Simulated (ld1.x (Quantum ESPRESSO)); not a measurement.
**zinc, TM semilocal: configuration errors across variants**

zinc (Zn), norm-conserving Troullier–Martins (semilocal form), made with ld1.x (Quantum ESPRESSO) 7.5 (PBE, scalar-relativistic). Core [Ne] 3s2, reference 3p6 3d10 4s2 4p0. Waves: 4s (bound): rc 2.30 bohr; 3d (bound): rc 1.30 bohr; 3p (bound): rc 0.75 bohr. Local part: the p channel. Core correction: Bessel-smoothed model core, default radius (core density twice the valence density).

All-electron excitation energies from the reference (eV): (1) 3p6 3d10 4s1 4p0 9.888; (2) 3p6 3d10 4s0 4p0 28.331; (3) 3p6 3d9 4s0 4p0 68.865; (4) 3p6 3d10 4s0 4p1 16.212; (5) 3p6 3d10 4s0 4p2 10.558; (6) 3p6 3d9 4s2 4p0 17.901; (7) 3p6 3d8 4s0 4p0 130.679.

In the semilocal form every listed channel keeps its own potential, so the choice of the local channel does not act on these tests. It acts once the file is put into the separable form.

A semilocal file is local in each channel, so a ghost entry of none says nothing of the separable form that plane-wave codes build from it.

The default core radius of the base comes out at 0.31 bohr.

6 further variants failed, have other tests or another functional or relativity, and are left out.

Errors AE − PS in meV (a dash: test not solved or not reliable):

```csv
change,(1),(2),(3),(4),(5),(6),(7),bound ghosts
base,-3.9,-35,-93,-15,-7.2,-16,-267,none
wave 3d (bound): rc 1.30 bohr becomes 3d (bound): rc 0.96 bohr,-5.3,-45,-34,-20,-11,+4.5,-101,none
local potential the s channel,-3.9,-35,-93,-15,-7.2,-16,-267,none
wave 4s (bound): rc 2.30 bohr becomes 4s (bound): rc 3.44 bohr,-12,-212,-844,-138,-113,+322,-1724,none
core correction Bessel-smoothed model core inside 0.64 bohr,-3.9,-35,-93,-15,-7.2,-16,-267,none
"all radii but the core radius scaled by about 1.25 (s 2.86, p 0.94, d 1.62 bohr)",-1.9,-78,-503,-27,-12,+155,-1003,none
```

(1) Give the same row for: wave 3p (bound): rc 0.75 bohr becomes 3p (bound): rc 0.64 bohr.

## Answers

(1) -3.9, -35, -93, -18, -12, -16, -267; bound ghosts: none.
